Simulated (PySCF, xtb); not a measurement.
CH8Ge2, SMILES [CH3][GeH2][GeH3].

GFN2-xTB in xtb 6.7.1 at its own geometry gives an orbital gap of 6.36 eV and a dipole moment of 1.23 D.

Geometry optimised at PBE-D3(BJ)/def2-SVP. This is a generated structure with no PubChem entry under its InChIKey; it may be hypothetical.

### Question
What does PBE/def2-TZVP (PySCF) give? (The exact figures need the calculation; the answer reports its results.)

### Answer
gap 6.40 eV (levels -6.81 and -0.41 eV), dipole 0.86 D.
